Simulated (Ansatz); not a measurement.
Gas-phase electronic energies from Ansatz, PBE0-D4/def2-TZVP geometries. CBS: MP2 limit from def2 TZ/QZ plus the TZ coupled-cluster correction, frozen cores. This one scheme is used for every species. DFT in def2-TZVPP. One conformer a species, not always the lowest.

`NB[SiH2]O` + `O[Si](F)(Cl)Cl` → `O[SiH2]O[Si](F)(Cl)Cl` + `BN`  (cleavage of the Si–B bond)

```tsv
level	ΔE (eV)
ωB97X-V	-1.60
PBE0	-1.46
HF/def2-TZVPP	-1.88
MP2/def2-QZVPP	-1.72
```

(1) What does CCSD(T)/CBS give? (Estimate.)

Largest T1 diagnostic among the species: 0.013.

Answers

(1) Computed: -1.65 eV. The listed levels differ from it by 0.05, 0.19, -0.23, -0.07 eV.

The D4 term adds −0.06 eV with B3LYP and −0.04 eV with PBE0; it sums over pairs of atoms, weighted by their polarisabilities, and B3LYP, whose exchange is more repulsive, gets the larger term. In def2-TZVPP, CCSD(T) changes the Hartree–Fock value by +0.24 eV (the triples alone add +0.03 eV) and MP2 by +0.17 eV. From PBE to PBE0 (25 % exact exchange), in def2-TZVPP and without D4, ΔE moves by −0.10 eV.

B3LYP here is the variant with VWN-RPA as its local correlation; programs differ in this.
